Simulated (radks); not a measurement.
Problem. These are the eigenvalues of the occupied orbitals of an atom or ion with whole-number occupations (eV). All-electron calculation, non-relativistic Kohn-Sham, B86b exchange with PBE correlation, spin-unpolarised, spherical densities, point nucleus. Program: a radial shooting solver on a logarithmic mesh with Libxc functionals.

orbital  eigenvalue
1s         -39.2568

Which element is it, and in what charge state? The configuration may be excited.

Solution. Z = 2, helium, charge +1: He+ in 1s1. The 1s level, -1.4427 hartree, gives Z - s = 1.7 by -(Z - s)^2/2, which with screening narrows Z to a few neighbours, and the depths must fix Z and the occupations together.
